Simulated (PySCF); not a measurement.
Computed with core-valence-separated Tamm–Dancoff BHandHLYP/aug-pcX-1 (pcseg-1 on H, def2-SVPD on As) in PySCF, non-relativistic, gas phase, PBE0-D3(BJ)/def2-SVP geometry. No shift to experiment was applied.

Main lines of an unknown, eV (oscillator strength): C K: 285.5 (0.065), 285.6 (0.023), 286.2 (0.082), 286.3 (0.033), 286.6 (0.054); B K: 188.3 (0.047), 189.0 (0.006), 189.8 (0.011), 189.9 (0.013), 190.2 (0.017). Listed: the first five lines at most of each edge with a tenth or more of its strongest line's intensity; roots within 0.03 eV on the same or equivalent atoms are summed. Only the lowest roots were sought, and the top ones are left out.

Question: Which candidate gives them?
A. `[BH3-][AsH2+]C(C)(C)C`
B. `[BH3-][AsH2+][C@H](C)CC`
C. `[BH3-][AsH2+][C@@H](C)CC`

Answer: A. 

- `[BH3-][AsH2+]C(C)(C)C`: C K: 285.5 (0.065), 285.6 (0.023), 286.2 (0.082), 286.3 (0.033), 286.6 (0.054); B K: 188.3 (0.047), 189.0 (0.006), 189.8 (0.011), 189.9 (0.013), 190.2 (0.017). First C line listed at 285.5 eV, hole on the sp3 carbon without hydrogen and methyl carbon; first B line listed at 188.3 eV, hole on the four-coordinate boron.
- `[BH3-][AsH2+][C@@H](C)CC`: C K: 285.4 (0.009), 285.4 (0.049), 285.6 (0.011), 285.9 (0.019), 286.1 (0.027); B K: 188.3 (0.048), 189.1 (0.006), 189.7 (0.011), 189.9 (0.012), 190.2 (0.011). First C line listed at 285.4 eV, hole on the methyl carbon; first B line listed at 188.3 eV, hole on the four-coordinate boron.
- `[BH3-][AsH2+][C@H](C)CC`: C K: 285.4 (0.009), 285.4 (0.051), 285.5 (0.009), 285.6 (0.015), 286.0 (0.017); B K: 188.3 (0.051), 189.8 (0.014), 189.9 (0.014), 190.1 (0.005). First C line listed at 285.4 eV, hole on the methyl carbon; first B line listed at 188.3 eV, hole on the four-coordinate boron.

One conformer each; other structures than these candidates weren't tested.

Shape of the structure used: `[BH3-:1][AsH2+:2][C:3]([CH3:4])([CH3:5])[CH3:6]`: B1–As2–C3–C4 60°.
